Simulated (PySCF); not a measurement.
PySCF input:

```python
from pyscf import gto, scf, dft

mol = gto.M(
    atom='''
    Si   -1.47749156   -0.02174932    0.02193659
    Br    0.75739477    0.01114918   -0.01124518
    H    -1.96323663    1.36899130   -0.06224839
    H    -1.94715450   -0.80649584   -1.13598588
    H    -1.91354387   -0.64822630    1.28470332
    ''',
    basis='def2-tzvpd',
    charge=0,
    spin=0,
    verbose=4,
)

mf = dft.RKS(mol, xc='m062x').density_fit(auxbasis='def2-universal-jkfit')
mf.grids.level = 4
mf.conv_tol = 1e-9
mf.max_cycle = 100
mf.max_memory = 1500
mf.kernel()
if not mf.converged:
    mf = mf.newton()
    mf.kernel(mf.make_rdm1())
mf.analyze()
```

What final total energy does it print?

-2865.50677 Eh (M06-2X/def2-TZVPD).
